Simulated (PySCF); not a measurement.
A structure optimised at PBE-D3(BJ)/def2-SVP, used in a PySCF frequency run:

```xyz
13

C      1.6168    -0.9335    -0.3454
Ge     0.0000     0.0000     0.3309
C     -1.6168    -0.9335    -0.3454
C      0.0000     1.8669    -0.3454
H      1.6046    -0.9264    -1.4566
H      1.6391    -1.9854    -0.0002
H      2.5390    -0.4268    -0.0002
H     -1.6046    -0.9264    -1.4566
H     -2.5390    -0.4268    -0.0002
H     -1.6391    -1.9854    -0.0002
H      0.0000     1.8528    -1.4566
H     -0.8999     2.4122    -0.0002
H      0.8999     2.4122    -0.0002
```
Charge 0, spin multiplicity 2.

Q: Write its SMILES, formula and point group.

A: [CH3][Ge]([CH3])[CH3], C3H9Ge, C3v

Q: What are its rotational constants (standard atomic weights)?

A: 4.7561, 4.7561, 2.8705 GHz
